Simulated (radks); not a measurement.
Results of a calculation; reference values are marked as such.
Task: Radial electron density D(r) = 4 pi r^2 rho(r) of an atom or ion with 11 electrons. Level of theory: Dirac Kohn-Sham, PBEsol, spin-unpolarised, spherical densities, finite nucleus; Fermi nuclear charge, rms radius of each element as measured or else 0.836 A^(1/3) + 0.57 fm (a radial shooting solver on a logarithmic mesh with Libxc functionals).

| r (bohr) | D(r) (e/bohr) |
|---|---|
| 0.003946 | 0.4789 |
| 0.004976 | 0.7347 |
| 0.006275 | 1.117 |
| 0.007914 | 1.681 |
| 0.009981 | 2.494 |
| 0.01259 | 3.639 |
| 0.01575 | 5.133 |
| 0.01986 | 7.138 |
| 0.02504 | 9.596 |
| 0.03158 | 12.37 |
| 0.03983 | 15.11 |
| 0.05023 | 17.31 |
| 0.06335 | 18.33 |
| 0.07989 | 17.74 |
| 0.1007 | 15.70 |
| 0.1271 | 13.24 |
| 0.1602 | 11.92 |
| 0.2021 | 12.79 |
| 0.2528 | 15.22 |
| 0.3188 | 17.26 |
| 0.4021 | 16.52 |
| 0.5071 | 12.58 |
| 0.6395 | 7.356 |
| 0.8064 | 3.388 |
| 1.017 | 1.594 |
| 1.283 | 1.064 |
| 1.617 | 0.7026 |
| 2.04 | 0.3025 |
| 2.572 | 0.07209 |
| 3.244 | 0.008253 |
| 4.091 | 0.0003823 |

What is the nuclear charge?

Result: Z = 16. The innermost maximum, from 1s, lies near gamma/Z bohr with gamma = sqrt(1 - (Z/c)^2) = 0.993, here 0.0621 bohr (found: 0.0654), and its height grows with Z. The density is that of the sulfur ion S5+ in [Ne] 3s1; the configuration itself is not fixed sharply by these data, and Z only to about a unit. D(r) has 2 maxima, at r = 0.0654, 0.343 bohr, and minima at 0.165 bohr, inside which lie 2.19 electrons.
